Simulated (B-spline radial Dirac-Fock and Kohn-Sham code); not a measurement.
## Scattering functions of Tl⁴⁸⁺

System: thallium as Tl⁴⁸⁺ in the configuration [Ar] 3d10 4s2 4p3.

Input file task.json (cfg lists n, l and occupation; rrms is the nuclear radius in fm):

```json
{"items": [{
  "Z": 81,
  "q": 48,
  "cfg": [[1, 0, 2], [2, 0, 2], [2, 1, 6], [3, 0, 2], [3, 1, 6], [3, 2, 10], [4, 0, 2], [4, 1, 3]],
  "A": 205,
  "rrms": 5.4759,
  "do": ["scatter"],
  "s": [0.0, 0.05, 0.1, 0.15, 0.2, 0.25, 0.3, 0.35, 0.4, 0.45, 0.5, 0.6, 0.7, 0.8, 0.9, 1.0, 1.1, 1.2, 1.4, 1.6, 1.8, 2.0, 2.5, 3.0, 3.5, 4.0, 5.0, 6.0],
  "pz": [0, 0.1, 0.2, 0.3, 0.4, 0.5, 0.6, 0.8, 1.0, 1.2, 1.4, 1.6, 1.8, 2.0, 2.5, 3.0, 4.0, 5.0, 7.0, 10.0, 15.0, 20.0, 30.0, 40.0, 60.0, 100.0],
  "hv_scatter": [2000, 10000, 17479.3, 50000, 100000, 200000, 500000, 1000000]
}]}
```

Run with: `python xray_run.py task.json out`

The computed values come from a radial atomic solver: Dirac-Fock orbitals of the configuration average with a finite nucleus. f₀ is the Fourier transform of the spherical electron density, S the Waller-Hartree incoherent function, and s = sin θ/λ.

```
s (Å⁻¹)      f₀       S
      0  33.000   0.000
   0.05  32.976   0.026
    0.1  32.903   0.102
   0.15  32.782   0.228
    0.2  32.614   0.401
   0.25  32.401   0.619
    0.3  32.144   0.879
   0.35  31.846   1.177
    0.4  31.508   1.509
   0.45  31.134   1.871
    0.5  30.726   2.258
    0.6  29.822   3.091
    0.7  28.821   3.973
    0.8  27.749   4.878
    0.9  26.632   5.782
      1  25.494   6.669
    1.1  24.353   7.529
    1.2  23.229   8.356
    1.4  21.078   9.909
    1.6  19.106  11.334
    1.8  17.333  12.647
      2  15.749  13.861
    2.5  12.459  16.537
      3   9.906  18.810
    3.5   7.987  20.769
      4   6.648  22.449
      5   5.186  25.067
      6   4.417  26.919
```

f₀ starts at the number of electrons, 33, and has fallen to half at s ≈ 1.91 Å⁻¹. The sum of ⟨r²⟩ over the electrons is 1.324 bohr².
